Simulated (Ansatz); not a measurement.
`C[O][ZnH]` + `N=CO` → `O/C=[N]/[ZnH]` + CH₃OH at 700 K and 1 bar (ligand exchange at a Zn–O bond).

Isolated molecules relaxed with PBE0-D4/def2-TZVP in Ansatz; ΔE leaves out vibrations. CCSD(T)/CBS is the MP2 limit (def2-TZVPP, def2-QZVPP) plus CCSD(T) − MP2 in def2-TZVPP, frozen cores. This one scheme is used for every species. For Zn outer-core shells are correlated without core-valence functions, which leaves a few kJ/mol of doubt a bond. Scalar relativity is left out up to krypton. Each species was taken in one conformer, which may not be the lowest.

```csv
species,CCSD(T)/CBS energy (Eh),H − E (kJ/mol),S (J/(mol·K))
`C[O][ZnH]`,-1893.99751,175.3,372.7
`N=CO`,-169.71775,160.4,306.3
`O/C=[N]/[ZnH]`,-1948.09320,165.9,389.2
CH₃OH,-115.61712,170.8,288.5
```

H − E and S are ideal-gas, rigid-rotor, harmonic terms from PBE0-D4/def2-TZVP, for one conformer and one mirror image of each species. 1 Eh = 2625.50 kJ/mol, R = 8.31446 J/(mol·K).

**Question.** By hand: ΔE, ΔH, ΔS and ΔG.

**Answer.** ΔE = (-1948.09320) + (-115.61712) − (-1893.99751) − (-169.71775) = 0.00494 Eh = 13.0 kJ/mol. Δ(H − E) = 165.9 + 170.8 − 175.3 − 160.4 = 1.0, so ΔH = 14.0 kJ/mol. ΔS = 389.2 + 288.5 − 372.7 − 306.3 = -1.3 J/(mol·K). ΔG = 14.0 − 700 × (-1.3)/1000 = 14.9 kJ/mol.

**Question.** By hand: the equilibrium constant, and the temperature at which ΔG would vanish if ΔH and ΔS stayed fixed.

**Answer.** log₁₀ K = −ΔG/(RT ln 10) = -1.1. ΔH and −TΔS have one sign here, so there is no such temperature. One of them is within its doubt of zero, so this could turn.

The number of gas molecules stays the same, so ΔS is small and ΔH decides. A doubt of 5 kJ/mol in ΔE shifts log₁₀ K by 0.4 here. Other conformers and mirror images would add mixing entropy, several J/(mol·K) or more a flexible species. These are equilibria of isolated gas molecules and say nothing of rates. Largest T1 diagnostic: 0.017 (customary marks: 0.02 for closed shells, 0.045 for open ones).
